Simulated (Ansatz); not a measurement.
Gas-phase electronic energies from Ansatz, PBE0-D4/def2-TZVP geometries. CCSD(T)/CBS adds triple-zeta CCSD(T) − MP2 to the extrapolated MP2 energy (def2 sets, frozen cores). This one scheme is used for every species. Functionals use def2-TZVPP. For Br outer-core shells are correlated without core-valence functions, which leaves a few kJ/mol of doubt a bond. Scalar relativity is left out up to krypton. One conformer a species, not always the lowest.

`[SiH3]N[SiH2]Cl` + HBr → `[SiH3]N[SiH2]Br` + HCl  (ligand exchange at the Si–Cl bond)

`[SiH3]N[SiH2]Cl`:

```xyz
10

Si   -0.262    0.378    1.507
N     0.408    0.523   -0.086
Si    0.016   -0.402   -1.467
Cl    1.048   -2.188   -1.571
H    -1.468   -0.478    1.383
H     0.691   -0.242    2.465
H    -0.637    1.715    2.037
H     1.239    1.094   -0.168
H    -1.418   -0.752   -1.415
H     0.384    0.352   -2.686
```

HBr:

Z-matrix (Å, degrees):
```
Br
H 1 1.420
```

`[SiH3]N[SiH2]Br`:

Cartesian coordinates in Å:
```
Si -0.916 0.690 1.087
N -0.464 -0.491 -0.100
Si 1.056 -0.660 -0.862
Br 1.331 0.713 -2.604
H 0.344 1.288 1.590
H -1.781 1.759 0.520
H -1.658 0.043 2.200
H -1.222 -1.002 -0.532
H 2.118 -0.311 0.105
H 1.193 -2.029 -1.403
```

HCl:

Z-matrix (Å, degrees):
```
Cl
H 1 1.279
```

| level | ΔE (eV) |
| --- | --- |
| r2SCANh-D4 | 0.04 |
| r2SCAN0 | 0.04 |
| HF/def2-SVP | 0.09 |
| CCSD/def2-SVP | 0.07 |

Q: What does CCSD(T)/CBS give? (Estimate.)

A: Ansatz gave: +0.02 eV. The listed levels differ from it by 0.02, 0.02, 0.07, 0.05 eV.

Largest T1 diagnostic among the species: 0.010.

At CCSD(T), def2-SVP lies +0.05 eV from the extrapolated value and def2-TZVPP +0.02 eV. Leaving LDA and LC-ωPBE aside and taking each functional with its dispersion term where it has one, the values, not all of them listed here, spread over 0.06 eV, from HSE06-D4 to B97M-V.
